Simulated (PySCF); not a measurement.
Task: Give a GFN2-xTB geometry of 1,4-difluorobenzene, `c1c(F)ccc(c1)F`.

Result: 
Z-matrix in Å and degrees, rows numbered from 1:
```
F 
C   1  1.3474
C   2  1.3841  1  118.88
C   3  1.3830  2  118.90  1   179.98
C   4  1.3840  3  118.91  2    -0.04
F   5  1.3474  4  118.88  3  -179.96
C   5  1.3841  4  122.17  3     0.06
C   7  1.3833  5  118.93  4    -0.04
H   3  1.0782  2  119.86  1    -0.04
H   4  1.0780  3  121.13  2   179.95
H   7  1.0781  5  119.83  4   179.97
H   8  1.0783  2  119.91  1     0.09
```

All 6 C–C bonds measure 1.383 to 1.384 Å. The 6-membered ring C2–C3–C4–C5–C7–C8 has internal angles of 118.9° to 122.2° (sum 720°, against 720° for a flat polygon); it is planar, 0.00 Å rms from its mean plane, widest ring torsion 0°. The 8 heavy atoms lie in one plane (0.000 Å rms).

Structure optimised with GFN2-xTB, isolated species.

Point group: D2h (every atom within 0.08 Å of its image). No frequency check.

These are computed values.
